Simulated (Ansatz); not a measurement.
Relaxation of CH7AlClN (11 atoms, charge 0, multiplicity 1), to a largest force component of 0.03 eV/Å in at most 50 steps.

These are results of RKS PBE/6-31G* in Ansatz 0.2.0, not measurements.

```xyz
11
Properties=species:S:1:pos:R:3:forces:R:3
Al -0.911 0.145 0.366 0.06 0.57 -0.47
N 2.170 -0.167 1.221 -0.06 0.21 -0.03
C -1.240 -0.194 -1.539 0.02 -0.04 0.02
Cl -1.201 2.117 1.143 0.01 0.00 -0.03
H 1.320 -0.661 1.507 0.14 -0.04 0.04
H -0.595 -0.908 1.452 -0.13 -0.63 0.53
H 2.365 -0.337 0.231 -0.04 0.02 -0.03
H 2.055 0.839 1.389 0.00 -0.12 -0.05
H -2.101 -0.883 -1.638 0.02 0.02 -0.03
H -1.479 0.731 -2.090 0.01 -0.02 0.02
H -0.384 -0.682 -2.042 -0.03 0.02 0.04
```

Where does it end, and by what steps?

It converged. The force dipped under the threshold on the way, but the program's further checks kept it going. After 14 steps the energy has fallen by 1.283 eV; H10 moved furthest, 0.93 Å. Joined: Al1–N2 (3.21 → 2.09 Å).

```tsv
step	energy less start (eV)	largest force component (eV/Å)	accepted
0	0.0000	0.630	yes
1	-0.0733	0.751	yes
2	-0.1350	0.881	yes
3	-0.2313	0.913	yes
4	-0.3058	1.056	yes
5	-0.3751	1.434	yes
6	-0.5312	1.811	yes
7	-0.9685	1.385	yes
8	-1.1592	0.663	yes
9	-1.2575	0.243	yes
10	-1.2772	0.118	yes
11	-1.2804	0.124	yes
12	-1.2827	0.024	yes
13	-1.2830	0.078	yes
14	-1.2833	0.019	yes
```

```xyz
11
Properties=species:S:1:pos:R:3
Al -0.663 -0.026 0.562
N 1.418 0.067 0.761
C -0.959 -0.250 -1.378
Cl -1.029 1.985 1.348
H 1.778 -0.643 1.411
H -1.002 -1.194 1.618
H 1.925 -0.030 -0.128
H 1.641 0.992 1.152
H -2.040 -0.312 -1.603
H -0.563 0.593 -1.975
H -0.506 -1.181 -1.768
```

Whether the end is a true minimum wasn't checked by a vibrational analysis.

Time of the run: 39 s on 2 threads of Intel(R) Xeon(R) Platinum 8259CL CPU @ 2.50GHz (Skylake/Cascade Lake), on a shared host, peak memory 0.17 GiB.
